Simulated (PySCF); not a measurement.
These are PySCF with TPSSh-D3(BJ)/def2-TZVP // r2SCAN-D4/def2-SVP values and carry that method's errors. Gas-phase values, no solvent. 

Reference species: [Zr(F)3(Br)] (neutral, multiplicity 1).

```yaml
HOMO–LUMO gap: 6.22 eV
charge on the central atom (Mulliken): 1.70 e
dipole_moment: 0.05 D
```

Changed species: [Zr(F)(Br)3] (3 of 4 F replaced by Br; the reference has 1 of 4 F replaced by Br).

Task: Predict the effect on the HOMO–LUMO gap, charge on the central atom (Mulliken) and dipole moment.

Result: the HOMO–LUMO gap drops by 1.05 eV, to 5.17 eV; the charge on the central atom (Mulliken) falls by 0.26 e, to 1.44 e; the dipole moment increases by 0.12 D, to 0.17 D.
